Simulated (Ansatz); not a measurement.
C2H5NSeSi (`N=C=C([SiH3])[SeH]`) at its PBE0-D4/def2-TZVP geometry, where that method's forces vanish. Total charge 0; spin multiplicity 1.

| atom | x (Å) | y (Å) | z (Å) |
| --- | --- | --- | --- |
| N1 | -0.205 | -2.473 | -0.687 |
| C2 | 0.085 | -1.351 | -0.331 |
| C3 | 0.354 | -0.178 | 0.184 |
| Si4 | -0.928 | 1.121 | 0.487 |
| Se5 | 2.169 | 0.133 | 0.732 |
| H6 | -0.191 | -2.688 | -1.679 |
| H7 | -1.012 | 1.422 | 1.938 |
| H8 | -2.244 | 0.640 | -0.012 |
| H9 | -0.549 | 2.365 | -0.233 |
| H10 | 2.521 | 1.010 | -0.399 |

Q: For each bond, give half the difference of the two atoms' forces along it (eV/Å; positive pushes the atoms apart) under PBE-D4, r2SCAN-D4, B3LYP-D4, ωB97M-V in def2-TZVPP. (Estimate.)

A: Ansatz gave: 
```json
{"bond": "N1–C2", "length (Å)": "1.213", "PBE-D4": "0.64", "r2SCAN-D4": "0.24", "B3LYP-D4": "0.19", "ωB97M-V": "0.07"}
{"bond": "N1–H6", "length (Å)": "1.015", "PBE-D4": "0.09", "r2SCAN-D4": "-0.04", "B3LYP-D4": "-0.05", "ωB97M-V": "-0.07"}
{"bond": "C2–C3", "length (Å)": "1.309", "PBE-D4": "-0.06", "r2SCAN-D4": "-0.04", "B3LYP-D4": "-0.19", "ωB97M-V": "0.01"}
{"bond": "C3–Si4", "length (Å)": "1.850", "PBE-D4": "-0.15", "r2SCAN-D4": "-0.09", "B3LYP-D4": "0.03", "ωB97M-V": "0.07"}
{"bond": "C3–Se5", "length (Å)": "1.921", "PBE-D4": "0.15", "r2SCAN-D4": "0.16", "B3LYP-D4": "0.32", "ωB97M-V": "0.05"}
{"bond": "Si4–H7", "length (Å)": "1.485", "PBE-D4": "0.08", "r2SCAN-D4": "-0.02", "B3LYP-D4": "-0.07", "ωB97M-V": "-0.12"}
{"bond": "Si4–H8", "length (Å)": "1.487", "PBE-D4": "0.08", "r2SCAN-D4": "-0.01", "B3LYP-D4": "-0.08", "ωB97M-V": "-0.12"}
{"bond": "Si4–H9", "length (Å)": "1.487", "PBE-D4": "0.08", "r2SCAN-D4": "-0.02", "B3LYP-D4": "-0.07", "ωB97M-V": "-0.11"}
{"bond": "Se5–H10", "length (Å)": "1.473", "PBE-D4": "0.27", "r2SCAN-D4": "0.00", "B3LYP-D4": "0.04", "ωB97M-V": "-0.13"}
```

B3LYP here is the variant with VWN-RPA as its local correlation; programs differ in this.
